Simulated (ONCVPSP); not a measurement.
# Tc, ONCV: configuration errors across variants

| Quantity | Value |
| --- | --- |
| Element | technetium (Tc) |
| Generator | ONCVPSP 4.0.1 |
| Type | optimised norm-conserving Vanderbilt (ONCV) |
| Functional | PBE |
| Relativity | scalar-relativistic |
| Frozen core | [Ar] 3d10 4s2 |
| Valence charge | 13 |
| Reference configuration | 4p6 4d5 5s2 |
| Partial waves | 5s: rc 2.75 bohr, ncon 4, nbas 7, qcut 2 1/bohr, 2 projectors, debl 3.6 Ha; 4p: rc 1.85 bohr, ncon 4, nbas 7, qcut 7.5 1/bohr, 3 projectors, debl 3.7 Ha; 4d: rc 1.80 bohr, ncon 3, nbas 8, qcut 8 1/bohr, 2 projectors, debl 3.5 Ha |
| Local potential | polynomial inside 1.50 bohr (lpopt 3, dvloc0 0 Ha) |
| Core correction | Teter function, fcfact 4, rcfact 1.55 |

All-electron excitation energies from the reference (eV): (1) 4p6 4d5 5s1 8.154; (2) 4p6 4d5 5s0 23.005; (3) 4p6 4d4 5s0 51.711; (4) 4p6 4d6 5s0 6.166.

Errors AE − PS in meV (a dash: test not solved or not reliable):

```csv
change,(1),(2),(3),(4),bound ghosts,GHOST(+) flags above zero
base,-4.5,-22,+48,-63,none,s
"local potential polynomial inside 1.50 bohr (lpopt 3, dvloc0 9.5 Ha)",-5.0,-22,+48,-63,none,s
p: rc 2.48,-4.5,-22,+48,-63,none,s
```

Problem. Give the same row for: core correction Teter function, fcfact 4.75, rcfact 1.7.

Solution. -4.9, -25, +38, -68; bound ghosts: none; GHOST(+) flags above zero: s.
